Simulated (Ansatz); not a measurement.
One change: `CO[SiH](Cl)[GeH3]` becomes `C#C[SiH](Cl)OC`.

Ansatz, PBE0-D4/def2-TZVP geometries, multiplicity 1. Each molecule was computed in one conformer, which needn't be the lowest.

Scalar relativity is left out up to krypton.

```json
{"property": "LUMO energy (B3LYP/def2-TZVPP) / eV", "`CO[SiH](Cl)[GeH3]`": "-0.30"}
{"property": "HOMO–LUMO gap (ωB97M-V/def2-TZVPP) / eV", "`CO[SiH](Cl)[GeH3]`": "11.49"}
{"property": "size of the dipole moment (PBE/def2-TZVPP) / D", "`CO[SiH](Cl)[GeH3]`": "2.11"}
{"property": "HOMO energy (PBE0/def2-TZVPP) / eV", "`CO[SiH](Cl)[GeH3]`": "-7.74"}
{"property": "HOMO energy (PBE/def2-TZVPP) / eV", "`CO[SiH](Cl)[GeH3]`": "-6.50"}
{"property": "size of the dipole moment (ωB97M-V/def2-TZVPP) / D", "`CO[SiH](Cl)[GeH3]`": "2.24"}
```

**Question.** What does the change do to each property? (An estimate is asked.)

**Answer.** Computed: 
```json
{"property": "LUMO energy (B3LYP/def2-TZVPP) / eV", "`C#C[SiH](Cl)OC`": "-0.71", "shift": "-0.41"}
{"property": "HOMO–LUMO gap (ωB97M-V/def2-TZVPP) / eV", "`C#C[SiH](Cl)OC`": "12.27", "shift": "0.78"}
{"property": "size of the dipole moment (PBE/def2-TZVPP) / D", "`C#C[SiH](Cl)OC`": "1.92", "shift": "-0.19"}
{"property": "HOMO energy (PBE0/def2-TZVPP) / eV", "`C#C[SiH](Cl)OC`": "-8.49", "shift": "-0.75"}
{"property": "HOMO energy (PBE/def2-TZVPP) / eV", "`C#C[SiH](Cl)OC`": "-7.09", "shift": "-0.59"}
{"property": "size of the dipole moment (ωB97M-V/def2-TZVPP) / D", "`C#C[SiH](Cl)OC`": "2.02", "shift": "-0.22"}
```

With PBE0 the HOMO falls by 0.75 eV and the LUMO falls by 0.39 eV, so the gap widens by about 0.36 eV. PBE moves the HOMO by -0.59 eV and ωB97M-V by -0.95 eV. Dipoles are sizes alone; their direction can turn.

B3LYP here is the variant with VWN-RPA as its local correlation; programs differ in this.
